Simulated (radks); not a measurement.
Question: These are the eigenvalues of the occupied orbitals of an atom or ion with whole-number occupations (Ry). Method: Dirac Kohn-Sham, BLYP, spin-unpolarised, spherical densities, finite nucleus; Fermi nuclear charge, rms radius of each element as measured or else 0.836 A^(1/3) + 0.57 fm; computed with a radial shooting solver on a logarithmic mesh with Libxc functionals.

orbital  eigenvalue
1s1/2     -2227.451
2s1/2     -339.9893
2p1/2     -318.2001
2p3/2     -299.6828
3s1/2     -67.71327
3p1/2     -58.80326
3p3/2     -55.38729
3d3/2     -39.64051
3d5/2     -38.93044
4s1/2     -12.25072
4p1/2      -9.23618
4p3/2      -8.60213
4d3/2      -3.83471
4d5/2      -3.74261
5s1/2      -2.15141
5p1/2      -1.51273

Which element is it, and in what charge state? The configuration may be excited. Open shells, if any, fill j = l - 1/2 first.

Answer: Z = 51, antimony, charge +2: Sb2+ in [Kr] 4d10 5s2 5p1. The list shows which subshells hold electrons but not how many an open one holds; the 1s level, -1113.7 hartree, gives Z - s = 47.2 by -(Z - s)^2/2, which with screening and relativity narrows Z to a few neighbours, and the depths of the outer levels then fix element, charge and occupations together.
